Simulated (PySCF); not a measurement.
PySCF 2.14 output of an unrestricted TPSS calculation on a single atom or ion in aug-cc-pwCVDZ (6s5p3d, 36 functions), with no relativity, point nucleus:

```
SCF conv_tol = 1e-09
number electrons alpha = 8  beta = 6
    J. Tao, J. P. Perdew, V. N. Staroverov, and G. E. Scuseria.,  Phys. Rev. Lett. 91, 146401 (2003)
    J. P. Perdew, J. Tao, V. N. Staroverov, and G. E. Scuseria.,  J. Chem. Phys. 120, 6898 (2004)
    J. Tao, J. P. Perdew, V. N. Staroverov, and G. E. Scuseria.,  Phys. Rev. Lett. 91, 146401 (2003)
    J. P. Perdew, J. Tao, V. N. Staroverov, and G. E. Scuseria.,  J. Chem. Phys. 120, 6898 (2004)
cycle= 1 E= -289.388000123617  delta_E= -0.00426  |g|= 0.0122  |ddm|= 0.229
cycle= 2 E= -289.388088533801  delta_E= -8.84e-05  |g|= 0.00319  |ddm|= 0.0542
cycle= 3 E= -289.38809452851  delta_E= -5.99e-06  |g|= 0.000487  |ddm|= 0.0145
cycle= 4 E= -289.388094856697  delta_E= -3.28e-07  |g|= 0.000221  |ddm|= 0.00333
cycle= 5 E= -289.388094875155  delta_E= -1.85e-08  |g|= 1e-05  |ddm|= 0.000823
cycle= 6 E= -289.388094875191  delta_E= -3.52e-11  |g|= 1.54e-07  |ddm|= 3.99e-05
converged SCF energy = -289.388094875191  <S^2> = 2.0052261  2S+1 = 3.0034821
```

The run itself started from symmetry-adapted Hartree-Fock orbitals and held the occupation by maximum overlap, on a logarithmic radial grid, so the iterations belong to that start.

**Question.** Which element, charge and spin multiplicity is this?

**Answer.** Si (silicon, neutral), multiplicity 3; the state was [Ne] 3s2 3p2, high-spin 3P determinant.
